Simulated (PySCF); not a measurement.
Record of a relaxation.

C4H8F4Ge.
SMILES with atom numbers: `[CH3:1][C@H:2]([CH2:3][F:4])[GeH2:5][C:6]([F:7])([F:8])[F:9]` (hydrogens: H10, H11, H12 on C1; H13 on C2; H14, H15 on C3; H16, H17 on Ge5)

Computed by this run: PBE0-D3(BJ)/def2-SVP geometry optimisation, gas phase in PySCF; density fitting, grid level 1; the optimiser is geomeTRIC in internal coordinates, started from a GFN2-xTB structure with every atom displaced at random (about 0.01 Å). 12 of its 34 geometries are shown. The frame can shift and turn from step to step; on so coarse a grid that alone can change the energy by a few meV, and forces under 0.02 eV/Å are noise.

Step 0: E = -71623.3309 eV, largest atomic force 1.711 eV/Å
```
atom  x, y, z in Å  |  force x, y, z in eV/Å
C1     -1.271    1.207    0.623   -1.074   0.937  -0.714
C2     -1.023    0.146   -0.420    0.186  -0.289  -0.291
C3     -1.250   -1.244    0.146    1.678  -0.254  -0.213
F4     -0.451   -2.132   -0.602   -0.723  -0.029   0.265
Ge5     0.855    0.222   -1.147   -0.529   0.281   1.132
C6      2.157   -0.185    0.343    0.749  -0.264   0.709
F7      2.877    0.903    0.694   -0.379  -0.133  -0.197
F8      3.072   -1.118   -0.013   -0.671   0.313   0.093
F9      1.577   -0.621    1.499    0.083   0.123  -0.726
H10    -2.321    1.169    0.985    0.249  -0.001  -0.056
H11    -0.635    1.120    1.483    0.690  -0.165   0.729
H12    -1.131    2.220    0.191   -0.024  -0.240   0.202
H13    -1.717    0.302   -1.279    0.383  -0.016   0.183
H14    -2.287   -1.571    0.112   -0.425  -0.195  -0.136
H15    -0.863   -1.329    1.179   -0.263   0.191  -0.108
H16     1.225    1.645   -1.540   -0.052   0.333  -0.096
H17     1.170   -0.721   -2.243    0.121  -0.594  -0.774
```

Step 3: E = -71623.5006 eV, largest atomic force 0.093 eV/Å
```
atom  x, y, z in Å  |  force x, y, z in eV/Å
C1     -1.259    1.212    0.552   -0.046   0.003  -0.029
C2     -0.944    0.111   -0.457   -0.009  -0.018   0.025
C3     -1.250   -1.267    0.107    0.030   0.010  -0.045
F4     -0.561   -2.247   -0.580   -0.041   0.035   0.021
Ge5     0.916    0.221   -1.096    0.009   0.038   0.011
C6      2.151   -0.161    0.443   -0.077   0.007   0.052
F7      2.797    0.946    0.839    0.003  -0.037   0.026
F8      3.077   -1.078    0.151    0.010  -0.005  -0.002
F9      1.471   -0.616    1.518    0.054   0.031  -0.064
H10    -2.314    1.171    0.871    0.011  -0.002   0.006
H11    -0.636    1.117    1.454    0.020   0.005   0.023
H12    -1.086    2.212    0.127   -0.005  -0.009   0.004
H13    -1.555    0.270   -1.363    0.029  -0.018  -0.036
H14    -2.325   -1.497    0.028   -0.029   0.000   0.030
H15    -0.956   -1.321    1.168    0.036  -0.013  -0.008
H16     1.204    1.674   -1.514   -0.001   0.002  -0.002
H17     1.250   -0.736   -2.241    0.005  -0.027  -0.014
```

Step 6: E = -71623.5110 eV, largest atomic force 0.150 eV/Å
```
atom  x, y, z in Å  |  force x, y, z in eV/Å
C1     -1.277    1.222    0.520    0.026  -0.005   0.015
C2     -0.932    0.114   -0.470    0.000   0.045  -0.025
C3     -1.248   -1.252    0.106   -0.032   0.000   0.049
F4     -0.693   -2.251   -0.659    0.018  -0.037  -0.050
Ge5     0.938    0.237   -1.075   -0.020  -0.023   0.001
C6      2.149   -0.182    0.473    0.116   0.009  -0.096
F7      2.802    0.901    0.920   -0.018   0.007  -0.012
F8      3.073   -1.093    0.143   -0.019   0.026   0.044
F9      1.467   -0.675    1.522   -0.043  -0.043   0.073
H10    -2.329    1.155    0.844   -0.009   0.001  -0.001
H11    -0.650    1.161    1.425   -0.018   0.000  -0.017
H12    -1.133    2.219    0.080   -0.002   0.008  -0.004
H13    -1.520    0.252   -1.396   -0.014  -0.010   0.023
H14    -2.340   -1.419    0.145    0.011   0.015   0.003
H15    -0.847   -1.338    1.129   -0.006  -0.008  -0.013
H16     1.232    1.690   -1.486    0.015  -0.003   0.003
H17     1.288   -0.730   -2.211   -0.004   0.019   0.008
```

Step 9: E = -71623.5145 eV, largest atomic force 0.042 eV/Å
```
atom  x, y, z in Å  |  force x, y, z in eV/Å
C1     -1.260    1.218    0.527   -0.008  -0.001   0.004
C2     -0.925    0.120   -0.478    0.006  -0.013   0.015
C3     -1.273   -1.252    0.067    0.009  -0.005  -0.029
F4     -0.824   -2.238   -0.784   -0.008   0.013   0.016
Ge5     0.953    0.218   -1.064    0.004   0.012  -0.003
C6      2.151   -0.173    0.505   -0.034  -0.008   0.023
F7      2.772    0.931    0.942    0.004   0.003   0.008
F8      3.097   -1.072    0.215    0.006  -0.006  -0.011
F9      1.456   -0.662    1.553    0.009   0.004  -0.020
H10    -2.315    1.159    0.843    0.002   0.003  -0.004
H11    -0.640    1.139    1.433    0.003  -0.004   0.006
H12    -1.103    2.219    0.099    0.006  -0.001   0.004
H13    -1.510    0.275   -1.402    0.004   0.014  -0.006
H14    -2.368   -1.362    0.170   -0.004  -0.001  -0.001
H15    -0.812   -1.410    1.055    0.002   0.002   0.004
H16     1.275    1.662   -1.485   -0.003  -0.002  -0.009
H17     1.309   -0.761   -2.187    0.002  -0.011   0.004
```

Step 12: E = -71623.5152 eV, largest atomic force 0.071 eV/Å
```
atom  x, y, z in Å  |  force x, y, z in eV/Å
C1     -1.204    1.224    0.559    0.005  -0.001  -0.013
C2     -0.907    0.155   -0.488   -0.018  -0.003  -0.026
C3     -1.331   -1.220   -0.008    0.010   0.009   0.020
F4     -0.969   -2.185   -0.919    0.003  -0.007  -0.006
Ge5     0.977    0.184   -1.056    0.021   0.012  -0.011
C6      2.131   -0.203    0.545   -0.040   0.034   0.048
F7      2.731    0.908    0.998   -0.005  -0.036   0.014
F8      3.090   -1.097    0.290    0.019  -0.012  -0.013
F9      1.404   -0.691    1.573    0.031   0.006  -0.032
H10    -2.271    1.221    0.836    0.001   0.004   0.005
H11    -0.622    1.060    1.479    0.002   0.004   0.006
H12    -0.966    2.231    0.186    0.003   0.003   0.003
H13    -1.473    0.380   -1.410   -0.007  -0.005   0.007
H14    -2.427   -1.263    0.122   -0.008   0.003  -0.003
H15    -0.857   -1.459    0.959   -0.011   0.003  -0.006
H16     1.349    1.605   -1.513    0.000  -0.002   0.001
H17     1.324   -0.837   -2.145   -0.007  -0.011   0.005
```

Step 15: E = -71623.5181 eV, largest atomic force 0.145 eV/Å
```
atom  x, y, z in Å  |  force x, y, z in eV/Å
C1     -1.134    1.279    0.560    0.011   0.005   0.012
C2     -0.888    0.216   -0.507    0.022   0.043   0.012
C3     -1.404   -1.139   -0.063   -0.028   0.005   0.021
F4     -1.082   -2.110   -0.982    0.004   0.001  -0.015
Ge5     1.010    0.151   -1.034   -0.039  -0.036   0.022
C6      2.100   -0.326    0.588    0.103  -0.042  -0.093
F7      2.691    0.738    1.146   -0.020   0.045  -0.016
F8      3.067   -1.205    0.293   -0.027   0.027   0.024
F9      1.342   -0.887    1.549   -0.067  -0.055   0.061
H10    -2.206    1.355    0.808   -0.001  -0.004   0.001
H11    -0.596    1.048    1.493    0.000   0.000  -0.013
H12    -0.806    2.274    0.224   -0.004  -0.001  -0.007
H13    -1.422    0.498   -1.432    0.003  -0.006  -0.004
H14    -2.505   -1.117    0.043    0.013   0.002  -0.010
H15    -0.970   -1.422    0.910    0.003   0.000   0.002
H16     1.457    1.553   -1.479    0.029  -0.004   0.012
H17     1.327   -0.894   -2.108   -0.004   0.020  -0.008
```

Step 18: E = -71623.5229 eV, largest atomic force 0.168 eV/Å
```
atom  x, y, z in Å  |  force x, y, z in eV/Å
C1     -1.043    1.358    0.552   -0.037   0.011   0.022
C2     -0.866    0.288   -0.522    0.024  -0.026   0.083
C3     -1.481   -1.033   -0.101    0.010  -0.021  -0.105
F4     -1.201   -2.011   -1.032   -0.023   0.043   0.061
Ge5     1.034    0.090   -1.012   -0.015   0.006   0.015
C6      2.053   -0.499    0.620   -0.051  -0.154  -0.044
F7      2.622    0.530    1.256    0.023   0.109   0.037
F8      3.026   -1.367    0.320   -0.016   0.024   0.005
F9      1.250   -1.107    1.518    0.003   0.002  -0.029
H10    -2.107    1.503    0.801    0.008  -0.006  -0.006
H11    -0.522    1.087    1.484    0.015  -0.004  -0.001
H12    -0.650    2.331    0.222    0.001  -0.007   0.000
H13    -1.373    0.610   -1.448    0.042   0.028  -0.037
H14    -2.579   -0.940   -0.022   -0.008   0.003   0.003
H15    -1.089   -1.361    0.875    0.019   0.004   0.025
H16     1.604    1.469   -1.385    0.011  -0.009  -0.014
H17     1.305   -0.935   -2.116   -0.005  -0.004  -0.014
```

Step 21: E = -71623.5321 eV, largest atomic force 0.023 eV/Å
```
atom  x, y, z in Å  |  force x, y, z in eV/Å
C1     -0.937    1.413    0.577    0.005  -0.006  -0.003
C2     -0.824    0.366   -0.527   -0.003   0.015   0.000
C3     -1.560   -0.907   -0.156   -0.003   0.004   0.004
F4     -1.345   -1.886   -1.098    0.002  -0.007  -0.011
Ge5     1.056    0.019   -1.000    0.009   0.004   0.002
C6      1.990   -0.669    0.638   -0.009   0.007   0.009
F7      2.524    0.337    1.349   -0.015  -0.014   0.011
F8      2.978   -1.523    0.353    0.018   0.011  -0.001
F9      1.142   -1.313    1.465    0.012  -0.012  -0.014
H10    -1.992    1.635    0.808   -0.001   0.000   0.004
H11    -0.459    1.072    1.509    0.002   0.003   0.000
H12    -0.459    2.360    0.287   -0.001   0.003   0.001
H13    -1.275    0.760   -1.455    0.001   0.006   0.005
H14    -2.647   -0.721   -0.095   -0.001   0.002  -0.001
H15    -1.216   -1.284    0.822   -0.007   0.002  -0.003
H16     1.746    1.352   -1.339    0.008  -0.007  -0.012
H17     1.259   -0.998   -2.126   -0.018  -0.009   0.008
```

Step 24: E = -71623.5513 eV, largest atomic force 0.168 eV/Å
```
atom  x, y, z in Å  |  force x, y, z in eV/Å
C1     -0.806    1.482    0.609    0.009   0.005   0.024
C2     -0.769    0.466   -0.528    0.040   0.035  -0.016
C3     -1.648   -0.730   -0.222   -0.019   0.008   0.039
F4     -1.509   -1.702   -1.185    0.007   0.003  -0.012
Ge5     1.080   -0.057   -0.971   -0.057  -0.006   0.017
C6      1.907   -0.893    0.655    0.148   0.059  -0.051
F7      2.322    0.033    1.536   -0.046  -0.004  -0.048
F8      2.969   -1.651    0.350   -0.017   0.048   0.017
F9      1.038   -1.679    1.310   -0.108  -0.104   0.039
H10    -1.840    1.796    0.829    0.000  -0.001  -0.005
H11    -0.382    1.069    1.539   -0.003   0.001  -0.010
H12    -0.234    2.389    0.362   -0.001  -0.002  -0.005
H13    -1.143    0.940   -1.453   -0.015  -0.011   0.006
H14    -2.711   -0.428   -0.188    0.017  -0.009  -0.011
H15    -1.384   -1.167    0.755    0.008  -0.011   0.001
H16     1.896    1.211   -1.271    0.037  -0.015   0.007
H17     1.194   -1.067   -2.117    0.000   0.004   0.009
```

Step 27: E = -71623.5632 eV, largest atomic force 0.236 eV/Å
```
atom  x, y, z in Å  |  force x, y, z in eV/Å
C1     -0.786    1.504    0.598   -0.015  -0.001  -0.029
C2     -0.762    0.479   -0.533   -0.027   0.002   0.023
C3     -1.620   -0.727   -0.204    0.027  -0.005  -0.035
F4     -1.476   -1.699   -1.169   -0.006   0.003   0.013
Ge5     1.080   -0.051   -0.982    0.064   0.006   0.001
C6      1.852   -0.924    0.644   -0.186  -0.144   0.011
F7      2.088   -0.015    1.605    0.013   0.022   0.087
F8      3.003   -1.558    0.407    0.051  -0.002  -0.008
F9      1.004   -1.834    1.172    0.127   0.117  -0.058
H10    -1.818    1.812    0.831   -0.002   0.000   0.004
H11    -0.340    1.103    1.521    0.002  -0.001   0.006
H12    -0.226    2.412    0.329    0.001   0.001   0.007
H13    -1.162    0.940   -1.453    0.013  -0.004  -0.012
H14    -2.687   -0.444   -0.160   -0.015   0.007   0.008
H15    -1.333   -1.159    0.769   -0.010   0.005   0.003
H16     1.943    1.202   -1.214   -0.007  -0.001  -0.016
H17     1.222   -1.030   -2.151   -0.032  -0.005  -0.006
```

Step 30: E = -71623.5655 eV, largest atomic force 0.385 eV/Å
```
atom  x, y, z in Å  |  force x, y, z in eV/Å
C1     -0.847    1.589    0.515    0.036   0.021   0.021
C2     -0.738    0.497   -0.544    0.024  -0.020  -0.013
C3     -1.582   -0.707   -0.178   -0.041   0.003   0.044
F4     -1.385   -1.732   -1.073    0.009  -0.010  -0.020
Ge5     1.127   -0.031   -0.909   -0.072   0.013  -0.037
C6      1.833   -1.045    0.664    0.146   0.311   0.174
F7      1.582   -0.384    1.818   -0.017  -0.054  -0.143
F8      3.163   -1.211    0.603   -0.088  -0.055  -0.048
F9      1.279   -2.251    0.784   -0.067  -0.179   0.000
H10    -1.899    1.876    0.682    0.008  -0.004   0.000
H11    -0.432    1.260    1.479   -0.008  -0.013   0.006
H12    -0.303    2.497    0.217   -0.004  -0.003  -0.011
H13    -1.104    0.886   -1.512   -0.009  -0.005   0.011
H14    -2.656   -0.446   -0.186    0.017  -0.008   0.001
H15    -1.330   -1.073    0.834    0.022   0.001  -0.014
H16     2.009    1.222   -1.047    0.005   0.002   0.025
H17     1.266   -0.934   -2.139    0.040   0.000   0.004
```

Step 33: E = -71623.5748 eV, largest atomic force 0.030 eV/Å
```
atom  x, y, z in Å  |  force x, y, z in eV/Å
C1     -0.836    1.554    0.540   -0.005  -0.001  -0.010
C2     -0.750    0.485   -0.545   -0.001   0.003  -0.001
C3     -1.577   -0.734   -0.186    0.006  -0.001   0.000
F4     -1.396   -1.732   -1.116    0.000   0.000  -0.002
Ge5     1.116   -0.013   -0.936    0.003   0.001   0.012
C6      1.830   -0.985    0.660   -0.004  -0.022  -0.019
F7      1.719   -0.243    1.778    0.001   0.006   0.003
F8      3.122   -1.310    0.533    0.008   0.010  -0.002
F9      1.155   -2.124    0.886   -0.005   0.005   0.013
H10    -1.884    1.838    0.736   -0.003  -0.003   0.001
H11    -0.401    1.205    1.489   -0.001   0.000   0.005
H12    -0.299    2.468    0.247   -0.001   0.000   0.006
H13    -1.141    0.894   -1.494    0.002  -0.008  -0.003
H14    -2.652   -0.481   -0.160   -0.001   0.002   0.002
H15    -1.292   -1.126    0.805    0.001  -0.003  -0.005
H16     1.979    1.252   -1.083   -0.002   0.005   0.001
H17     1.289   -0.936   -2.146    0.001   0.004  -0.001
```

Task: Summarise the path.

Result: The energy falls by 0.2439 eV from step 0 to step 33; nine tenths of that is first reached at step 24. It rises by more than 0.2 meV at step 30. The largest force goes from 1.711 to 0.030 eV/Å. Among the bonds Ge5–H17 changes most, from 1.480 to 1.532 Å; the atoms move by 0.503 Å rms after alignment.

The cost below is that of the whole optimisation. Hardware: one thread of an Arm Neoverse V1, shared host with 32 logical CPUs at a one-minute load of 10. Cost: 11 min, 0.83 GiB resident at most.
